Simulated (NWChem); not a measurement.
# CH3N2S anion

```xyz
7

N      1.1652    -1.1679    -0.0003
C      0.1065    -0.4185     0.0155
N     -1.1298    -1.0896     0.0577
S      0.0063     1.3425     0.0055
H      1.9886    -0.5701     0.0055
H     -1.0737    -2.0458    -0.2779
H     -1.9016    -0.5496    -0.3092
```
Atoms are numbered in this order, from 1.

Results from NWChem. Pople sets run with spherical d functions. Sets without diffuse functions describe the anion's extra electron poorly. Coordinates come from a B3LYP/def2-SVPD optimisation. The highest occupied level is positive in some or all of these runs, so the extra electron may be held by the finite basis. Level PBE/6-31G*: energy and gradient on several grids; changes count from the extra-fine grid, which is no exact limit either.

Q: Which is the coarsest grid (xfine; coarse; fine; medium; xcoarse) from which on the energy stays within 100 μHa and each gradient component within 200 μHa/bohr of xfine?

A: coarse.
```
grid     size of the energy change (μHa)  largest change of a gradient component (μHa/bohr)  time, medium = 1 (rough)
-------  -------------------------------  -------------------------------------------------  ------------------------
xcoarse                             2000                                               1000                   about 1
coarse                                10                                                 70                   about 1
medium                              < 10                                               < 30                   about 1
fine                                < 10                                               < 30                   about 1
xfine                               < 10                                               < 30                         3
```
